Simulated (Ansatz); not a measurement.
Gas-phase electronic energies from Ansatz, PBE0-D4/def2-TZVP geometries. CCSD(T)/CBS adds triple-zeta CCSD(T) − MP2 to the extrapolated MP2 energy (def2 sets, frozen cores). DFT in def2-TZVPP. B3LYP here is the variant with VWN-RPA as its local correlation; programs differ in this. HSE06 is defined as in plane-wave codes. No spin–orbit coupling; open shells (•) take unrestricted orbitals. For Ge outer-core shells are correlated without core-valence functions, which leaves a few kJ/mol of doubt a bond. Scalar relativity is left out up to krypton. One conformer a species, not always the lowest.

Reaction (isomerisation): `[CH3][GeH][OH]`• → `[CH3][GeH2][O]`•

| level | ΔE (kJ/mol) | difference from CCSD(T)/CBS |
| --- | --- | --- |
| LDA (SPW92) | 174.2 | 31.7 |
| PBE-D4 | 147.9 | 5.4 |
| BLYP-D4 | 138.7 | -3.8 |
| r2SCAN-D4 | 136.1 | -6.4 |
| B97M-V | 122.5 | -20.0 |
| PBE0-D4 | 139.0 | -3.5 |
| r2SCANh-D4 | 133.9 | -8.6 |
| r2SCAN0-D4 | 129.8 | -12.7 |
| HSE06-D4 | 139.8 | -2.7 |
| BHLYP-D4 | 116.8 | -25.7 |
| CAM-B3LYP-D4 | 135.5 | -7.0 |
| ωB97X-V | 129.7 | -12.8 |
| B2PLYP | 141.2 | -1.3 |
| PBE-QIDH | 141.6 | -0.9 |
| revPBE | 140.6 | -1.9 |
| BLYP | 138.0 | -4.5 |
| r2SCAN | 136.1 | -6.4 |
| PBE0 | 138.8 | -3.7 |
| B3LYP | 134.6 | -7.9 |
| r2SCANh | 133.9 | -8.6 |
| r2SCAN0 | 129.8 | -12.7 |
| HSE06 | 139.6 | -2.9 |
| BHLYP | 116.2 | -26.3 |
| CAM-B3LYP | 135.2 | -7.3 |
| LC-ωPBE | 138.3 | -4.2 |
| RPA@PBE/def2-TZVPP | 123.2 | -19.3 |
| MP2/def2-SVP | 150.8 | 8.3 |
| CCSD/def2-SVP | 119.7 | -22.8 |
| CCSD(T)/def2-SVP | 122.8 | -19.7 |
| HF/def2-TZVPP | 70.0 | -72.5 |
| MP2/def2-TZVPP | 166.6 | 24.1 |
| SCS-MP2/def2-TZVPP | 149.1 | 6.6 |
| CCSD/def2-TZVPP | 128.9 | -13.6 |
| CCSD(T)/def2-TZVPP | 135.0 | -7.5 |
| HF/def2-QZVPP | 70.6 | -71.9 |
| MP2/def2-QZVPP | 171.1 | 28.6 |
| SCS-MP2/def2-QZVPP | 153.4 | 10.9 |
| HF/CBS(def2) | 70.6 | -71.9 |
| MP2/CBS(def2) | 174.1 | 31.6 |
| CCSD/CBS(def2) | 136.4 | -6.1 |
| CCSD(T)/CBS | 142.5 | 0 |

Largest T1 diagnostic among the species: 0.014.

From BLYP to BHLYP (50 % exact exchange), in def2-TZVPP and without D4, ΔE moves by −21.7 kJ/mol. Leaving LDA and LC-ωPBE aside and taking each functional with its dispersion term where it has one, the values spread over 31.1 kJ/mol, from BHLYP-D4 to PBE-D4. LDA lies +26.6 kJ/mol from PBE without D4.
